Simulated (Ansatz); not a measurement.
Start from `F[SiH2]B[SiH3]` and change one atom or group to get `C[SiH](F)B[SiH3]`.

Ansatz, PBE0-D4/def2-TZVP geometries, multiplicity 1. Each molecule was computed in one conformer, which needn't be the lowest.

```tsv
property	`F[SiH2]B[SiH3]`
HOMO–LUMO gap (ωB97M-V/def2-TZVPP) / eV	9.15
HOMO–LUMO gap (B3LYP/def2-TZVPP) / eV	4.70
LUMO energy (B3LYP/def2-TZVPP) / eV	-3.21
HOMO–LUMO gap (PBE0/def2-TZVPP) / eV	5.05
HOMO energy (B3LYP/def2-TZVPP) / eV	-7.91
LUMO energy (PBE/def2-TZVPP) / eV	-3.99
```

Problem. What does the change do to each property? (Estimate.)

Solution. Computed: 
```
                               property  `C[SiH](F)B[SiH3]`  shift
HOMO–LUMO gap (ωB97M-V/def2-TZVPP) / eV                8.98  -0.17
  HOMO–LUMO gap (B3LYP/def2-TZVPP) / eV                4.56  -0.14
    LUMO energy (B3LYP/def2-TZVPP) / eV               -3.07   0.14
   HOMO–LUMO gap (PBE0/def2-TZVPP) / eV                4.91  -0.14
    HOMO energy (B3LYP/def2-TZVPP) / eV               -7.63   0.28
      LUMO energy (PBE/def2-TZVPP) / eV               -3.84   0.15
```

With PBE0 the HOMO rises by 0.28 eV and the LUMO rises by 0.14 eV, so the gap narrows by about 0.14 eV. PBE moves the HOMO by 0.29 eV and ωB97M-V by 0.28 eV. The zero-point energy changes by 75.7 kJ/mol with +9 modes.

B3LYP here is the variant with VWN-RPA as its local correlation; programs differ in this.
